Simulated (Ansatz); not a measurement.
Coupled-cluster run, `CC[O][Sb]([F])[SiH3]`.

```yaml
crystal:
  periodic: [false, false, false]
  atoms:
    - {symbol: C, position_ang: [0.190363, -2.329732, -0.157303]}
    - {symbol: C, position_ang: [1.067447, -1.202506, -0.652396]}
    - {symbol: O, position_ang: [0.663626, 0.044912, -0.112390]}
    - {symbol: Sb, position_ang: [-0.604196, 1.162306, -1.086217]}
    - {symbol: F, position_ang: [-2.226656, 0.328226, -0.451765]}
    - {symbol: Si, position_ang: [-0.553750, 2.848084, 0.892771]}
    - {symbol: H, position_ang: [0.549258, -3.288930, -0.539954]}
    - {symbol: H, position_ang: [-0.843996, -2.191670, -0.480990]}
    - {symbol: H, position_ang: [0.199929, -2.365184, 0.933736]}
    - {symbol: H, position_ang: [1.065370, -1.175811, -1.752606]}
    - {symbol: H, position_ang: [2.105125, -1.359292, -0.339573]}
    - {symbol: H, position_ang: [0.748826, 3.566544, 0.887271]}
    - {symbol: H, position_ang: [-1.649702, 3.840331, 0.729993]}
    - {symbol: H, position_ang: [-0.724544, 2.093323, 2.158322]}
basis:
  gaussian: {orbitals: def2-SVP}
correlation: {method: ccsd_t}
```

```sh
$ ansatz run in.yaml --threads 4 --pin off --events-out ev --progress --plain --max-ram 11315MiB
```

The program prints (abridged):

```
Functional definition: HF
1459 factors; integrals over basis functions are off by at most 1.6e-3 eV
mean field evaluation 1: about -21291.0542 eV, gradient 4.3e1 eV
mean field evaluation 2: about -21291.2289 eV, gradient 4.3e1 eV
mean field evaluation 4: about -21295.6797 eV, gradient 4.4e0 eV
mean field evaluation 8: about -21295.7643 eV, gradient 4.4e-1 eV
mean field -21295.76517769 eV, -782.6049354922 hartree, gradient 5.2e-6 eV, S^2 0.000000; 0 other end points of the search recorded, 0 dependent functions left out
13 core orbitals not correlated: weight in the atoms' cores, before any rotation towards them, 1.000 or more for the frozen orbitals, at most 0.000 for the correlated occupied ones
reference -21295.76517769 eV, -782.6049354922 hartree; 24, 24 occupied and 103, 103 virtual orbitals, 1459 factors
second order -23.81808700 eV of doubles, -0.00000000 eV of singles
cycle   1  -24.65765492 eV  change   -8.4e-1 eV  update   1.3e-1
cycle   2  -25.34303776 eV  change   -6.9e-1 eV  update   4.4e-2
cycle   3  -25.55973491 eV  change   -2.2e-1 eV  update   2.6e-2
cycle   4  -25.55504753 eV  change    4.7e-3 eV  update   6.7e-3
cycle   5  -25.55124668 eV  change    3.8e-3 eV  update   3.4e-3
cycle   6  -25.55177512 eV  change   -5.3e-4 eV  update   1.1e-3
cycle   7  -25.55129573 eV  change    4.8e-4 eV  update   4.7e-4
cycle   8  -25.55114826 eV  change    1.5e-4 eV  update   1.7e-4
cycle   9  -25.55123887 eV  change   -9.1e-5 eV  update   6.4e-5
cycle  10  -25.55125784 eV  change   -1.9e-5 eV  update   2.8e-5
perturbative correction -0.68020649 eV, -0.0249971273 hartree
Total energy: -21321.99664202 eV, -783.5689240257 hartree
```

Run time 40 s (4 threads of an Arm Neoverse V2 on a shared host); peak host memory 1.2 GiB.

Correlation energy per correlated electron: -0.546 eV. T1 diagnostic: 0.0133.
